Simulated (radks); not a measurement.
Spherical quantum dot in the effective-mass picture: electrons in a parabolic well V = omega^2 r^2 / 2 with omega = 0.181, with a point charge +1 (a donor) at the centre, all in effective atomic units (hartree* = m*/eps^2 hartree, bohr* = eps/m* bohr), one dielectric constant everywhere. Method: non-relativistic Kohn-Sham, exchange-only LDA, spin-polarised, spherical densities; computed with a radial shooting solver with Libxc functionals. Levels are named by radial order and angular momentum (1s, 1p, 1d, 2s, ...), and open shells are averaged over m. Results are scaled to m* = 0.306 and eps = 6.9, for which hartree* = 174.9 meV and bohr* = 1.193 nm.

N = 29, configuration 1s2 1p6 1d10 2s2 1f(up 7, down 2). This is the lowest configuration that the search found. Occupied levels:

level    occupation  eigenvalue (meV)  <r> (nm)
1s down           1            730.98     3.071
1s up             1            731.54     3.305
1p up             3            748.05     8.076
2s up             1            748.38     7.634
1p down           3            751.01     7.667
2s down           1            751.60     7.562
1d up             5            756.77     8.931
1d down           5            760.66     8.736
1f up             7            767.01     9.519
1f down           2            771.37     9.436

Energy (meV): total 12826.0, kinetic 650.80, external 3528.4, Hartree 9375.6, exchange-correlation -728.84.
